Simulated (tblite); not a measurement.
C8H13NSi.
Numbering: `[CH3:1][CH2:2][CH2:3]/[CH:4]=[CH:5]/[C:6]([C:7]#[N:8])=[CH:9]/[SiH3:10]` (hydrogens: H11, H12, H13 on C1; H14, H15 on C2; H16, H17 on C3; H18 on C4; H19 on C5; H20 on C9; H21, H22, H23 on Si10)

Computed with GFN2-xTB (tblite), gas phase: L-BFGS steps from a force-field or distance-geometry start until the largest atomic force falls under 0.01 eV/Å.

Step 20: E = -770.6643 eV
```
atom  x, y, z in Å  |  force x, y, z in eV/Å
C1     -4.2468   -0.2717   -0.4811    0.048  -0.016   0.009
C2     -2.7818   -0.6999   -0.3830    0.025  -0.052  -0.013
C3     -1.9469    0.2644    0.4729   -0.058  -0.026  -0.006
C4     -0.5125   -0.1370    0.5315   -0.027   0.066  -0.065
C5      0.4928    0.6095    0.0686    0.059  -0.032   0.039
C6      1.8908    0.2041    0.1578    0.052  -0.019   0.027
C7      2.1012   -1.0537    0.7818   -0.008   0.048  -0.052
N8      2.2191   -2.0722    1.2941    0.057  -0.077   0.037
C9      2.9489    0.9200   -0.2755   -0.012  -0.001   0.002
Si10    4.7601    0.4054   -0.1267   -0.089   0.029  -0.014
H11    -4.8377   -0.7137    0.3182    0.008   0.067   0.001
H12    -4.6570   -0.5977   -1.4363   -0.080   0.048   0.127
H13    -4.3329    0.8123   -0.4103   -0.039  -0.078  -0.097
H14    -2.7268   -1.7117    0.0286    0.074   0.080  -0.034
H15    -2.3564   -0.7285   -1.3889    0.085   0.017   0.042
H16    -2.0435    1.2710    0.0555    0.059  -0.024   0.045
H17    -2.3396    0.2778    1.4943   -0.079  -0.018  -0.033
H18    -0.3047   -1.1023    0.9814   -0.061   0.085  -0.051
H19     0.2968    1.5758   -0.3827    0.063  -0.053   0.010
H20     2.7392    1.8826   -0.7341   -0.028  -0.073   0.022
H21     5.3850    0.5530   -1.4477   -0.052   0.024   0.052
H22     4.8560   -0.9768    0.3289    0.016   0.016  -0.008
H23     5.3921    1.3163    0.8354   -0.012  -0.009  -0.041
```

Step 21: E = -770.6683 eV
```
atom  x, y, z in Å  |  force x, y, z in eV/Å
C1     -4.2478   -0.2730   -0.4814   -0.006   0.001   0.001
C2     -2.7829   -0.6948   -0.3862    0.035  -0.053  -0.003
C3     -1.9496    0.2648    0.4718   -0.013   0.037   0.032
C4     -0.5156   -0.1359    0.5335    0.018   0.059  -0.088
C5      0.4922    0.6088    0.0716    0.092  -0.047   0.041
C6      1.8913    0.2001    0.1607    0.045  -0.037   0.043
C7      2.0989   -1.0588    0.7845   -0.003   0.032  -0.044
N8      2.2174   -2.0781    1.2960    0.052  -0.039   0.018
C9      2.9520    0.9132   -0.2728   -0.047  -0.005   0.002
Si10    4.7678    0.4052   -0.1290   -0.162   0.041  -0.009
H11    -4.8360   -0.7090    0.3219    0.006   0.050   0.035
H12    -4.6617   -0.6075   -1.4303   -0.088   0.012   0.070
H13    -4.3434    0.8098   -0.4236   -0.008  -0.034  -0.074
H14    -2.7226   -1.7037    0.0252    0.059  -0.007  -0.017
H15    -2.3585   -0.7230   -1.3911    0.098   0.030   0.000
H16    -2.0413    1.2724    0.0613    0.036   0.034   0.002
H17    -2.3417    0.2779    1.4925   -0.100  -0.032  -0.003
H18    -0.3129   -1.1019    0.9840   -0.034   0.080  -0.052
H19     0.3004    1.5763   -0.3808    0.057  -0.078   0.023
H20     2.7378    1.8753   -0.7311   -0.004  -0.069   0.021
H21     5.3870    0.5627   -1.4506   -0.046   0.014   0.040
H22     4.8708   -0.9762    0.3271    0.016   0.015  -0.011
H23     5.3936    1.3224    0.8300   -0.002  -0.006  -0.027
```

Step 22: E = -770.6724 eV
```
atom  x, y, z in Å  |  force x, y, z in eV/Å
C1     -4.2490   -0.2747   -0.4818   -0.050   0.012  -0.004
C2     -2.7837   -0.6899   -0.3895    0.038  -0.025   0.000
C3     -1.9524    0.2660    0.4715    0.033   0.090   0.051
C4     -0.5186   -0.1339    0.5343    0.046   0.035  -0.075
C5      0.4935    0.6071    0.0755    0.087  -0.043   0.029
C6      1.8926    0.1952    0.1645    0.016  -0.051   0.047
C7      2.0967   -1.0644    0.7869    0.016  -0.017  -0.013
N8      2.2155   -2.0843    1.2979    0.044   0.000  -0.004
C9      2.9546    0.9059   -0.2699   -0.069  -0.012   0.004
Si10    4.7730    0.4059   -0.1316   -0.175   0.035   0.006
H11    -4.8346   -0.7032    0.3264    0.009   0.032   0.071
H12    -4.6684   -0.6183   -1.4231   -0.090  -0.032   0.007
H13    -4.3548    0.8066   -0.4391    0.028   0.019  -0.047
H14    -2.7175   -1.6963    0.0209    0.044  -0.092   0.001
H15    -2.3591   -0.7157   -1.3933    0.102   0.037  -0.037
H16    -2.0385    1.2747    0.0669    0.004   0.087  -0.034
H17    -2.3458    0.2777    1.4911   -0.105  -0.041   0.016
H18    -0.3217   -1.0998    0.9857   -0.005   0.051  -0.043
H19     0.3052    1.5747   -0.3780    0.055  -0.072   0.023
H20     2.7368    1.8665   -0.7277    0.006  -0.037   0.006
H21     5.3886    0.5732   -1.4528   -0.044   0.006   0.023
H22     4.8877   -0.9749    0.3245    0.010   0.022  -0.014
H23     5.3953    1.3289    0.8236    0.001  -0.004  -0.014
```

**Question.** Estimate the geometry and energy of step 23. (The exact step hangs on the optimiser's Hessian estimate; all steps are aligned on step 22, rigid shifts and turns removed.)

**Answer.** E = -770.6771 eV, largest force 0.150 eV/Å
```
atom  x, y, z in Å  |  force x, y, z in eV/Å
C1     -4.2514   -0.2766   -0.4824   -0.072   0.015  -0.010
C2     -2.7840   -0.6838   -0.3938    0.032   0.014   0.000
C3     -1.9553    0.2695    0.4716    0.061   0.121   0.045
C4     -0.5217   -0.1310    0.5339    0.048   0.001  -0.028
C5      0.4968    0.6044    0.0808    0.045  -0.029   0.008
C6      1.8944    0.1880    0.1704   -0.023  -0.056   0.039
C7      2.0942   -1.0722    0.7900    0.042  -0.076   0.030
N8      2.2140   -2.0925    1.3005    0.036   0.023  -0.020
C9      2.9564    0.8962   -0.2662   -0.074  -0.013   0.005
Si10    4.7763    0.4074   -0.1348   -0.129   0.017   0.024
H11    -4.8323   -0.6955    0.3337    0.020   0.024   0.096
H12    -4.6780   -0.6331   -1.4141   -0.081  -0.079  -0.044
H13    -4.3685    0.8033   -0.4595    0.066   0.059  -0.016
H14    -2.7108   -1.6885    0.0157    0.028  -0.147   0.006
H15    -2.3585   -0.7058   -1.3969    0.090   0.043  -0.053
H16    -2.0351    1.2799    0.0734   -0.033   0.125  -0.060
H17    -2.3527    0.2766    1.4896   -0.088  -0.039   0.022
H18    -0.3328   -1.0962    0.9873    0.028   0.001  -0.029
H19     0.3119    1.5714   -0.3738    0.060  -0.042   0.013
H20     2.7360    1.8549   -0.7232    0.002   0.016  -0.016
H21     5.3897    0.5866   -1.4551   -0.049  -0.005   0.010
H22     4.9093   -0.9726    0.3209   -0.003   0.034  -0.020
H23     5.3974    1.3369    0.8151   -0.006  -0.007  -0.003
```

The energy changes by -0.0047 eV. The first-order estimate −F·Δx gives -0.0063 eV and the mean of the old and new forces, exact on a quadratic surface, -0.0047 eV. The step makes an angle of 74° with the force vector and moves no atom by more than 0.025 Å.

The cost below is that of the whole relaxation. The run took 0.81 s on one thread of an Arm Neoverse V2, shared host with 32 logical CPUs at a one-minute load of 14.
